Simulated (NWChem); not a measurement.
C2H8OSi; SMILES C[C@@H](O)[SiH3]

```xyz
12

C     -1.1614     1.2604     0.1248
C      0.0352     0.4889    -0.3980
O      1.1987     1.0746     0.1683
Si    -0.0284    -1.3672     0.0523
H     -1.0619     2.3269    -0.1320
H     -2.1008     0.8844    -0.3081
H     -1.2276     1.1859     1.2213
H      0.0488     0.5817    -1.5047
H      1.9728     0.6706    -0.2373
H     -0.1656    -1.5285     1.5312
H      1.2586    -2.0010    -0.3796
H     -1.1588    -2.0731    -0.6303
```
Atoms are numbered in this order, from 1.

Program: NWChem. Coordinates come from a PBE0/def2-SVP optimisation. Hybrids' shares of exact exchange are those that their runs print; pure functionals count as 0. The functionals differ in more than this share.

```
row              share of exact exchange  highest occupied level (eV)
---------------  -----------------------  ---------------------------
PBE/def2-TZVP                       0.00                        -5.88
TPSSh/def2-TZVP                     0.10                        -6.54
B3LYP/def2-TZVP                     0.20                     withheld
PBE0/def2-TZVP                      0.25                        -7.32
```

**Question.** Fit a straight line of the last column on the one before it, predict the withheld value, and compare with the run.

**Answer.** 
1. Means of the 3 shown rows: x = 0.117, y = -6.580. Slope Σ(x − x̄)(y − ȳ)/Σ(x − x̄)² = -0.1810/0.03167 = -5.716; intercept -5.913.
2. The shown rows scatter about the line by 0.039 (root mean square); the largest residual is -0.06, at TPSSh/def2-TZVP.
3. At x = 0.20 (B3LYP/def2-TZVP; inside the shown range) the line gives -7.06.
4. The run gives -7.12, -0.06 from the line, 1.5 times the scatter.
